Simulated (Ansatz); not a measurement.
Breaking the I1–H2 bond in HI (multiplicity 1 held). Energies count from the point at 1.615 Å.


Unrestricted levels (U-) break spin symmetry where that is lower. Active spaces are followed from rest. Levels need not reach the same state.

Cores are frozen in the correlated methods. Filled d and f shells under p-block atoms count as core.

Codes used: Ansatz (Gaussian orbitals). Each number belongs to the level named beside it. In def2 rows elements past Kr take small-core potentials, without spin–orbit coupling.

Question: Predict the energy at R = 6.462 Å from SC-NEVPT2 on CASSCF(8,5)/def2-TZVPP.

Answer: 3.30 eV

Question: Give the energy at R = 6.462 Å at the level U-CCSD(T)/def2-TZVPP.

Answer: 3.36 eV

Doubts at one or more of the structures used: a spin-contaminated determinant (U-CCSD(T)/def2-TZVPP).

Ansatz is a quantum-chemistry and plane-wave program.
